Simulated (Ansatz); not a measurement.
Job for Ansatz (a program for electronic structure): R-CCSD(T)/cc-pV(D+d)Z on Si2H6 (SMILES [SiH3][SiH3]). The basis file is the Basis Set Exchange's JSON of that set.

Ansatz 0.2 input:
```yaml
crystal:
  periodic: [false, false, false]
  atoms:
    - {symbol: Si, position_ang: [-1.16612182, 0.11851798, -0.01749918]}
    - {symbol: Si, position_ang: [1.16612182, -0.11851798, 0.01749918]}
    - {symbol: H, position_ang: [-1.76299064, -0.81182876, -1.00642136]}
    - {symbol: H, position_ang: [-1.53667526, 1.50594678, -0.38830062]}
    - {symbol: H, position_ang: [-1.73390787, -0.18252150, 1.31919717]}
    - {symbol: H, position_ang: [1.53667526, -1.50594678, 0.38830062]}
    - {symbol: H, position_ang: [1.76299064, 0.81182876, 1.00642136]}
    - {symbol: H, position_ang: [1.73390787, 0.18252150, -1.31919717]}
basis:
  gaussian:
    orbitals: cc-pV_D+d_Z.json
magnetization: {spin_polarized: false}
correlation: {method: ccsd_t, electrons: outside_noble_gas}
scf: {lower_state_search: off}
```

Output:

```
WARN ansatz: RAYON_NUM_THREADS=4 ignored (pool sized by the plan → 4); use --threads N
Functional definition: HF
these checks for a lower state are left out or cut short: stability, starts, cluster_reference, orbital_swaps, neighbouring_geometries, increment
integrals: 0.06 GiB planned
768 factors; integrals over basis functions are off by at most 9.1e-4 eV
mean field: 0.14 GiB planned
mean field evaluation 1: about -15818.3168 eV, gradient 1.3e1 eV
mean field evaluation 2: about -15818.3175 eV, gradient 1.3e1 eV
mean field evaluation 4: about -15819.3699 eV, gradient 6.0e-1 eV
mean field evaluation 8: about -15819.3726 eV, gradient 1.5e-4 eV
mean field -15819.37264007 eV, -581.3512217668 hartree, gradient 1.6e-6 eV, S^2 0.000000; 0 other end points of the search recorded, 0 dependent functions left out
10 core orbitals not correlated
reference -15819.37264007 eV, -581.3512217668 hartree; 7, 7 occupied and 59, 59 virtual orbitals, 768 factors
second order -5.81952385 eV of doubles, -0.00000000 eV of singles
coupled cluster: 0.17 GiB planned
cycle   1  -6.86824421 eV  change    -1.0e0 eV  update   7.4e-2
cycle   2  -7.23322291 eV  change   -3.6e-1 eV  update   2.5e-2
cycle   3  -7.24344502 eV  change   -1.0e-2 eV  update   5.9e-3
cycle   4  -7.24084747 eV  change    2.6e-3 eV  update   1.9e-3
cycle   5  -7.24033241 eV  change    5.2e-4 eV  update   5.1e-4
cycle   6  -7.24023026 eV  change    1.0e-4 eV  update   1.2e-4
cycle   7  -7.24022109 eV  change    9.2e-6 eV  update   3.0e-5
cycle   8  -7.24023125 eV  change   -1.0e-5 eV  update   6.1e-6
perturbative correction -0.16486598 eV, -0.0060587129 hartree
Total energy: -15826.77773730 eV, -581.6233540705 hartree
Checks for a lower state left out: stability, starts, cluster_reference, orbital_swaps, neighbouring_geometries, increment
```

The run converged.

Cost: about 2.5 core-seconds (a rough figure).
